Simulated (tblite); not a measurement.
Species: C7H8F2 (charge -1 and doublet state).
Numbering: `[CH2-:1][C:2]([F:3])/[CH:4]=[C:5]([CH3:6])\[CH:7]=[CH:8]\[F:9]` (hydrogens: H10, H11 on C1; H12 on C4; H13, H14, H15 on C6; H16 on C7; H17 on C8)

Structure used (GFN2-xTB), in Å, numbered top down from 1:
```xyz
17
C7H8F2 angstrom
C      3.0202   -0.3564   -1.2276
C      1.7811    0.0956   -0.8707
F      1.4331    1.3079   -1.4412
C      0.8717   -0.5314   -0.0150
C     -0.4117   -0.1692    0.4200
C     -1.1118   -1.1160    1.3647
C     -1.1005    0.9976    0.0522
C     -2.3443    1.3513    0.4730
F     -2.9199    2.5403    0.0364
H      3.3962   -1.2876   -0.8461
H      3.6466    0.2065   -1.8957
H      1.2573   -1.4709    0.3682
H     -2.0551   -1.4690    0.9380
H     -1.3487   -0.6216    2.3113
H     -0.4902   -1.9841    1.5809
H     -0.6183    1.6879   -0.6227
H     -3.0125    0.8312    1.1376
```

Computed with GFN2-xTB (tblite): harmonic, unscaled wavenumbers at the GFN2-xTB geometry, gas phase. Against measured fundamentals such values can be off by several per cent, at times by over 20. One conformer, not necessarily the lowest. Open shells enter through the occupations alone, without spin polarisation, and single modes of such species can be off by tens of per cent.

Problem. How many normal modes are there?

Solution. 17 atoms, non-linear: 3N − 6 = 45.

Problem. What is the point group of the computed structure, and how do the modes divide by symmetry?

Solution. Cs. The vibrations span 30 a′ + 15 a″.

Problem. How many distinct wavenumbers does the calculation give?

Solution. 45: Cs has no degenerate species.

Problem. How many fundamentals are allowed in the infrared by symmetry?

Solution. 45 of 45: in Cs every mode is allowed. All fundamentals are allowed in the Raman spectrum.

Problem. What zero-point energy do the modes add up to?

Solution. ½Σν̃ = 27174 cm⁻¹ = 3.369 eV (45 modes); those above 1550 cm⁻¹ give 1.705 eV of it.

Problem. How far is the lowest real mode excited at 77 K, as a harmonic oscillator?

Solution. 53.0 cm⁻¹ is a vibrational temperature θ of 76 K. The population of v = 1 over v = 0 is exp(−θ/T) = 0.37, and the mean quantum number is 0.59.

Time: 0.57 s. Hardware: an Arm Neoverse V1 with one thread (shared host). This covers the Hessian and the dipole derivatives.
